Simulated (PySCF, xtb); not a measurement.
CH6O2Si2, SMILES O=C[SiH2]O[SiH3].

GFN2-xTB (xtb) at its own geometry gives an orbital gap of 2.42 eV and a dipole moment of 3.21 D.

The structure is a stationary point at B3LYP-D3(BJ)/def2-SVP. The values are those of a single conformer.

What does PySCF with B3LYP/def2-TZVP give? (The exact figures need the calculation; the answer reports its results.)

gap 4.93 eV (levels -6.93 and -2.01 eV), dipole 2.47 D.
